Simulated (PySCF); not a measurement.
**Working with the constants of CsIn⁺**

UHF-CCSD(T) constants of CsIn⁺, ²Σ⁺ (doublet), unpaired electrons σ ↑ (PySCF, scalar-relativistic core potentials, basis sets Cs def2-SVP with ECP46, In def2-SVP with ECP28; masses 132.9054 and 114.9039 u):

| Quantity | Value |
| --- | --- |
| ωe | 40.1 cm⁻¹ |
| ωexe | 0.178 cm⁻¹ |
| Be | 0.013662 cm⁻¹ |
| αe | 7.68e-05 cm⁻¹ |
| D (centrifugal) | 6.35e-09 cm⁻¹ |
| De to Cs⁺ + In | 0.378 eV |

(1) Give the vibrational terms G(v) and spacings up to v = 6.

(2) How well does the Morse estimate ωe²/(4ωexe) reproduce De, and what is D0?

Correlated steps freeze 4 core orbitals. The bond is weak. Basis-set superposition, not corrected here, can be much of De in a small basis, most of all at correlated wavefunction levels. Spin–orbit coupling is left out, which matters for elements this heavy, above all for dissociation energies. For an ion De counts to the pair picked by the measured ionisation energies or electron affinities, which need not be the lowest pair at this level. The state is the lowest determinant that a PBE0 search found; another state may lie lower at other levels.

Results:

(1) G(v) = ωe(v+½) − ωexe(v+½)².

```tsv
v	G(v) (cm⁻¹)	G(v) − G(v−1)	Bv (cm⁻¹)
0	20.0		0.01362
1	59.7	39.7	0.01355
2	99.1	39.4	0.01347
3	138.2	39.0	0.01339
4	176.8	38.7	0.01332
5	215.2	38.3	0.01324
6	253.1	38.0	0.01316
```

(2) It gives 0.280 eV, 74 % of the computed De. D0 = De − G(0) = 0.378 − 0.002 = 0.376 eV.
